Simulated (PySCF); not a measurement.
PySCF input:

```python
from pyscf import gto, scf, dft

mol = gto.M(
    atom='''
    C     1.60391120    0.16073343    0.18610066
    C     0.41228043   -0.75592777   -0.11930399
    C    -0.88188314   -0.28173727    0.50118615
    F    -1.31338605    0.85857434   -0.39198877
    H     1.40617566    1.16159398   -0.20643080
    H     1.73055133    0.25306476    1.26917995
    H     2.54163953   -0.20225055   -0.25993284
    H     0.36727516   -0.87762778   -1.22897383
    H     0.61502520   -1.75524129    0.29544465
    H    -1.64604341   -1.04511844    0.25071497
    ''',
    basis='def2-tzvpd',
    charge=-1,
    spin=0,
    verbose=4,
)

mf = dft.RKS(mol, xc='m062x').density_fit(auxbasis='def2-universal-jkfit')
mf.grids.level = 4
mf.conv_tol = 1e-9
mf.max_cycle = 100
mf.max_memory = 1500
mf.kernel()
if not mf.converged:
    mf = mf.newton()
    mf.kernel(mf.make_rdm1())
mf.analyze()
```

Predict the final energy.

-217.70011 Eh (M06-2X/def2-TZVPD).

It need not be the lowest isomer of its formula. Whether it binds its extra electron was not tested at this geometry.
